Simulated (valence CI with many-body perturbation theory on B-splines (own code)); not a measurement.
In XLIV: electric-dipole lines

Level of theory: configuration interaction combined with many-body perturbation theory (CI+MBPT): four valence electrons over a frozen Dirac-Fock core [He], radial functions for each j: 11 s, 11 p, 9 d, 7 f, 5 g, 2 h, 1 i, with the one-electron correlation potential Σ1, the two-electron term Σ2, the three-electron term Σ3, Breit, model QED; selected CI, second order for the rest (own B-spline code, finite nucleus).

No measured spectrum was set against this ion. As an estimate, large intervals hold to a few tenths of a per cent, small ones and those within an open d or f shell to about a per cent. Among the levels kept, up to 260 cm⁻¹ of a level comes from second order outside the variational space, and about a tenth of that is noise between levels of different J, which matters for small intervals.

Lines 151 to 200 of 255 in falling wavelength, among levels below 37440 × 10³ cm⁻¹, chosen from the strongest by gf and those to the six lowest levels. Wavelengths and rates use the calculated energies. Electric multipoles are in the length gauge, E1 and E2 with the static RPA response of the core. Weak lines are less certain than strong ones. Lines between different terms over intervals too small for the method are left out, as are lines whose strength nearly cancels. The highest levels of a list are the least certain.

Levels are named by their leading jj configuration (3d3/2^4 stands for four electrons in 3d with j = 3/2), which in mixed levels can hold well under half, so a name can repeat and another be missing. Letters in brackets count levels of one name in rising energy.

| λ vac (nm) | Upper | Lower | A (s⁻¹) | log gf | Branch % |
| --- | --- | --- | --- | --- | --- |
| 0.3088 | (2s 2p1/2 2p3/2 3p1/2) J=3 | (2s^2 2p3/2^2) J=2 | 3.86e+12 | -1.41 | 45.4 |
| 0.3087 | (2s^2 2p1/2 3d3/2) J=1 | (2s^2 2p1/2 2p3/2) J=1 | 3.08e+13 | -0.88 | 7.3 |
| 0.3087 | (2s 2p1/2 2p3/2 3d3/2) J=3 [c] | (2s 2p1/2 2p3/2^2) J=2 [a] | 1.97e+14 | 0.30 | 54.7 |
| 0.3087 | (2s^2 2p1/2 3d5/2) J=3 | (2s^2 2p1/2 2p3/2) J=2 | 2.42e+14 | 0.38 | 100.0 |
| 0.3086 | (2s 2p1/2 2p3/2 3d3/2) J=3 [d] | (2s 2p1/2 2p3/2^2) J=3 | 2.10e+13 | -0.68 | 74.2 |
| 0.3086 | (2s 2p1/2 2p3/2 3d3/2) J=1 [b] | (2s 2p1/2 2p3/2^2) J=2 [a] | 2.38e+13 | -0.99 | 6.3 |
| 0.3085 | (2s 2p1/2^2 3p1/2) J=1 | (2s^2 2p1/2 2p3/2) J=2 | 1.02e+12 | -2.36 | 6.7 |
| 0.3085 | (2s^2 2p3/2 3p3/2) J=1 | (2s 2p1/2^2 2p3/2) J=2 | 8.61e+11 | -2.43 | 7.7 |
| 0.3083 | (2s^2 2p3/2 3d5/2) J=2 | (2s^2 2p3/2^2) J=2 | 2.16e+14 | 0.19 | 91.6 |
| 0.3081 | (2s 2p1/2^2 3d5/2) J=2 | (2s 2p1/2^2 2p3/2) J=2 | 6.33e+12 | -1.35 | 2.8 |
| 0.3079 | (2s 2p1/2 2p3/2 3s) J=1 [a] | (2s 2p1/2^2 2p3/2) J=2 | 4.48e+12 | -1.72 | 12.9 |
| 0.3078 | (2s^2 2p1/2 3d5/2) J=2 | (2s^2 2p1/2 2p3/2) J=1 | 2.47e+14 | 0.24 | 88.4 |
| 0.3077 | (2s 2p1/2 2p3/2 3s) J=1 [b] | (2s 2p1/2^2 2p3/2) J=1 | 5.60e+12 | -1.62 | 12.6 |
| 0.3076 | (2s 2p1/2^2 3p1/2) J=0 | (2s^2 2p1/2 2p3/2) J=1 | 2.55e+12 | -2.44 | 91.7 |
| 0.3074 | (2s 2p1/2 2p3/2 3d5/2) J=2 [b] | (2s 2p1/2 2p3/2^2) J=2 [a] | 1.93e+13 | -0.86 | 17.6 |
| 0.3074 | (2s 2p1/2^2 3p1/2) J=1 | (2s^2 2p1/2 2p3/2) J=1 | 1.39e+13 | -1.23 | 90.4 |
| 0.3073 | (2s 2p1/2 2p3/2 3d5/2) J=3 | (2s 2p1/2 2p3/2^2) J=2 [a] | 6.82e+13 | -0.17 | 26.9 |
| 0.3073 | (2s^2 2p3/2 3d5/2) J=3 | (2s^2 2p3/2^2) J=2 | 4.50e+14 | 0.65 | 95.6 |
| 0.3073 | (2s 2p1/2 2p3/2 3s) J=1 [c] | (2s 2p1/2^2 2p3/2) J=1 | 7.36e+12 | -1.50 | 23.4 |
| 0.3073 | (2s 2p1/2 2p3/2 3s) J=2 [c] | (2s 2p1/2^2 2p3/2) J=1 | 5.05e+12 | -1.45 | 20.3 |
| 0.3073 | (2s 2p1/2 2p3/2 3s) J=0 | (2s 2p1/2^2 2p3/2) J=1 | 1.27e+13 | -1.75 | 27.4 |
| 0.3069 | (2s^2 2p3/2 3d5/2) J=1 | (2s^2 2p3/2^2) J=2 | 1.96e+13 | -1.08 | 6.3 |
| 0.3068 | (2s 2p1/2 2p3/2 3s) J=3 | (2s 2p1/2^2 2p3/2) J=2 | 2.31e+12 | -1.64 | 16.5 |
| 0.3063 | (2s^2 2p1/2 3s) J=1 | (2s^2 2p1/2^2) J=0 | 1.07e+13 | -1.34 | 25.6 |
| 0.3062 | (2s 2p1/2 2p3/2 3p3/2) J=3 [a] | (2s^2 2p3/2^2) J=2 | 6.97e+12 | -1.16 | 56.7 |
| 0.3060 | (2s^2 2p3/2 3s) J=2 | (2s^2 2p1/2 2p3/2) J=2 | 3.99e+12 | -1.55 | 18.9 |
| 0.3058 | (2s 2p1/2 2p3/2 3s) J=2 [b] | (2s 2p1/2^2 2p3/2) J=2 | 3.32e+12 | -1.63 | 9.3 |
| 0.3057 | (2s 2p1/2 2p3/2 3p1/2) J=2 [c] | (2s^2 2p3/2^2) J=2 | 2.94e+12 | -1.69 | 10.8 |
| 0.3056 | (2s^2 2p3/2 3s) J=1 | (2s^2 2p1/2 2p3/2) J=2 | 8.71e+12 | -1.44 | 16.5 |
| 0.3056 | (2s 2p1/2 2p3/2 3p1/2) J=1 [b] | (2s^2 2p3/2^2) J=2 | 1.40e+12 | -2.23 | 2.1 |
| 0.3051 | (2s 2p1/2 2p3/2 3p3/2) J=2 [a] | (2s^2 2p3/2^2) J=2 | 6.96e+11 | -2.31 | 1.0 |
| 0.3045 | (2s^2 2p3/2 3s) J=1 | (2s^2 2p1/2 2p3/2) J=1 | 3.03e+12 | -1.90 | 5.7 |
| 0.3037 | (2s 2p1/2 2p3/2 3p3/2) J=2 [b] | (2s^2 2p3/2^2) J=2 | 1.38e+12 | -2.02 | 2.1 |
| 0.3031 | (2s 2p1/2 2p3/2 3s) J=2 [c] | (2s 2p1/2^2 2p3/2) J=2 | 5.89e+11 | -2.39 | 2.4 |
| 0.3029 | (2s 2p1/2 2p3/2 3p3/2) J=3 [b] | (2s^2 2p3/2^2) J=2 | 1.90e+12 | -1.74 | 2.9 |
| 0.3021 | (2s 2p1/2^2 3p3/2) J=2 | (2s^2 2p1/2 2p3/2) J=1 | 4.24e+12 | -1.54 | 92.2 |
| 0.3007 | (2s 2p1/2 2p3/2 3p3/2) J=2 [c] | (2s^2 2p3/2^2) J=2 | 5.75e+11 | -2.41 | 1.5 |
| 0.3004 | (2s 2p1/2 2p3/2 3p3/2) J=3 [c] | (2s^2 2p3/2^2) J=2 | 2.47e+12 | -1.63 | 6.0 |
| 0.2980 | (2s 2p1/2 2p3/2 3d3/2) J=2 [b] | (2s 2p1/2^2 2p3/2) J=1 | 3.66e+12 | -1.61 | 1.0 |
| 0.2978 | (2s 2p1/2 2p3/2 3d5/2) J=1 [a] | (2s 2p1/2^2 2p3/2) J=1 | 1.94e+13 | -1.11 | 8.8 |
| 0.2968 | (2s 2p1/2 2p3/2 3d3/2) J=2 [a] | (2s 2p1/2^2 2p3/2) J=2 | 6.22e+13 | -0.39 | 70.1 |
| 0.2968 | (2s 2p1/2 2p3/2 3d3/2) J=1 [a] | (2s 2p1/2^2 2p3/2) J=2 | 2.27e+13 | -1.05 | 35.6 |
| 0.2967 | (2s 2p1/2 2p3/2 3d5/2) J=2 [b] | (2s 2p1/2^2 2p3/2) J=1 | 9.35e+12 | -1.21 | 8.5 |
| 0.2964 | (2s 2p1/2 2p3/2 3d3/2) J=3 [a] | (2s 2p1/2^2 2p3/2) J=2 | 8.54e+13 | -0.10 | 87.7 |
| 0.2959 | (2s 2p1/2 2p3/2 3d5/2) J=1 [b] | (2s 2p1/2^2 2p3/2) J=1 | 5.49e+13 | -0.67 | 20.0 |
| 0.2955 | (2s 2p1/2 2p3/2 3d5/2) J=0 | (2s 2p1/2^2 2p3/2) J=1 | 2.91e+13 | -1.42 | 9.5 |
| 0.2951 | (2s 2p1/2 2p3/2 3d3/2) J=2 [c] | (2s 2p1/2^2 2p3/2) J=1 | 7.27e+12 | -1.32 | 4.1 |
| 0.2950 | (2s 2p1/2 2p3/2 3d3/2) J=1 [c] | (2s 2p1/2^2 2p3/2) J=1 | 4.30e+12 | -1.77 | 5.8 |
| 0.2949 | (2s 2p1/2 2p3/2 3p1/2) J=1 [a] | (2s^2 2p1/2 2p3/2) J=2 | 5.02e+12 | -1.71 | 15.6 |
| 0.2947 | (2s 2p1/2 2p3/2 3d3/2) J=3 [b] | (2s 2p1/2^2 2p3/2) J=2 | 1.03e+14 | -0.03 | 44.0 |

Problem. How does gf follow from A for the line at 0.2980 nm?

Solution. gf = 1.4992 × (2J+1)_upper × A / σ², with σ = 33559111 cm⁻¹ and 2J+1 = 5: gf = 0.0244.
